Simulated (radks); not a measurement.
Question: All-electron atom: Kr3+ in [Ar] 3d10 4s2 4p3. Calculated with a radial shooting solver on a logarithmic mesh with Libxc functionals: non-relativistic Kohn-Sham, PBEsol, spin-polarised, spherical densities, point nucleus; open shells are filled with parallel spins first. Some entries of the table are withheld. Estimate them.

orbital  occ.  eigenvalue (hartree)  <r^2> (bohr^2)  <1/r> (bohr^-1)
1s up       1             -511.9364        0.002415            35.48
1s down     1             -511.9258        0.002415            35.48
2s up       1             -67.82030         0.04155            7.885
2s down     1             -67.81404         0.04155            7.885
2p up       3             -61.51257         0.03202            7.869
2p down     3             -61.50242         0.03202            7.869
3s up       1             -10.80909          0.3371            2.625
3s down     1             -10.79561          0.3366            2.625
3p up       3              -8.56685          0.3478              (1)
3p down     3              -8.55143          0.3468              (2)
3d up       5                   (3)          0.3760            2.279
3d down     5                   (4)          0.3715            2.285
4s up       1              -2.18007           2.500           0.8923
4s down     1              -2.04612           2.507           0.8974
4p up       3              -1.63915           3.133           0.7906
4p down     0              -1.50546           3.211           0.7871

Answer: 
(1) 3p up <1/r> (bohr^-1): 2.517
(2) 3p down <1/r> (bohr^-1): 2.519
(3) 3d up eigenvalue (hartree): -4.54107
(4) 3d down eigenvalue (hartree): -4.52214
